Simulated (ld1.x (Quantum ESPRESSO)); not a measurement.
# Au (Z = 79): one change to a PAW potential, before and after

Au, PAW, made with ld1.x (Quantum ESPRESSO) 7.5 (PBE, scalar-relativistic). Core [Kr] 4d10 4f14 5s2, reference 5p6 5d10 6s1 6p0. Waves: 6s (bound): rcut 2.35, rcutus 2.80 bohr; 6s channel at 0.4 Ry: rcut 2.35, rcutus 2.80 bohr; 5p (bound): rcut 1.85, rcutus 2.15 bohr; 6p (bound, empty): rcut 1.85, rcutus 2.15 bohr; 5d (bound): rcut 1.20, rcutus 1.65 bohr; 5d channel at 0.1 Ry: rcut 1.20, rcutus 1.65 bohr; 5f channel at 0.3 Ry: rcut 1.90, rcutus 2.40 bohr; 5f channel at 1.55 Ry: rcut 1.90, rcutus 2.40 bohr. Local part: all-electron potential smoothed inside 1.80 bohr (lloc = -1). Core correction: Bessel-smoothed model core inside 0.75 bohr. Augmentation charge: PSQ, inside the norm-conserving radii.

All-electron outer shells of the reference configuration (PBE, scalar-relativistic, ld1.x):

| shell | level (eV) | outermost node (bohr) | outermost maximum (bohr) |
| --- | --- | --- | --- |
| 5s | -108.37 | 0.48 | 0.84 |
| 4f | -81.12 | – | 0.37 |
| 5p | -59.78 | 0.52 | 0.96 |
| 5d | -6.88 | 0.56 | 1.21 |
| 6s | -5.76 | 1.11 | 2.32 |
| 6p | -0.77 | 1.32 | 3.64 |

Change: waves 5d (bound): rcut 1.20, rcutus 1.92 bohr; 5d channel at 0.1 Ry: rcut 1.20, rcutus 1.92 bohr.

Cutoffs: the cutoffs (Ry, on a coarse ladder) from which the occupation-weighted sum of valence levels, in a spherical-Bessel basis at the reference potential, stays within 10 and 1 mRy of its value at 400 Ry; they do not see the model core or the augmentation charge, which bear on the density cutoff. Errors are all-electron minus pseudo energies relative to the spin-unpolarised reference configuration.

Problem. What does the change do?

Solution. The potential gets softer (40 Ry and 70 Ry → 30 Ry and 50 Ry); both files keep a bound ghost (s); the number of tests with a reliable result goes from 7 to 5 (the test run of the changed file stopped, so its transferability is not established); of the 5 tests that both files solve, the error grows in 1 and shrinks in 3 by more than 15 % and 0.3 meV (median size 7.9 → 5.4 meV). A larger radius leaves more room for a smooth pseudo-wave, so fewer plane waves are needed.

| quantity | base | changed |
| --- | --- | --- |
| cutoff, loose | 40 Ry | 30 Ry |
| cutoff, tight | 70 Ry | 50 Ry |
| loose cutoff by channel (10 mRy a level) | s 6 Ry, p 15 Ry, d 35 Ry | s 6 Ry, p 15 Ry, d 25 Ry |
| bound ghosts | s | s |
| tests with a reliable result | 7 of 7 | 5 of 7 (the test run stopped) |
| error for 5p6 5d10 6s0 6p0, meV [ΔE 9.41 eV] | -3.9 | -5.4 |
| error for 5p6 5d9 6s0 6p0, meV [ΔE 30.62 eV] | +36 | -7.3 |
| error for 5p6 5d8 6s0 6p0, meV [ΔE 64.49 eV] | +111 | -24 |
| error for 5p6 5d9 6s1 6p1, meV [ΔE 7.50 eV] | -7.9 | +2.2 |
| error for 5p6 5d10 6s0.5 6p0, meV [ΔE 3.77 eV] | -1.6 | -1.9 |
| s: phases at 3.04 bohr within 0.05 rad from the reference energy up to (Ry; the scan ends near 5) | n/a | n/a |
| p: phases at 3.04 bohr within 0.05 rad from the reference energy up to (Ry; the scan ends near 5) | n/a | n/a |
| d: phases at 3.04 bohr within 0.05 rad from the reference energy up to (Ry; the scan ends near 5) | to the end of the scan | to the end of the scan |
| f: phases at 3.04 bohr within 0.05 rad from the reference energy up to (Ry; the scan ends near 5) | 2.6 | 2.6 |
| lowest overlap eigenvalue by channel | s 0.19, p 0.71, d 0.95, f 0.89 | s 0.19, p 0.71, d 0.93, f 0.89 |

 A true bound ghost makes a file unfit for plane-wave use even where its test errors are small: the radial tests pick states by their node count and pass the ghost by.
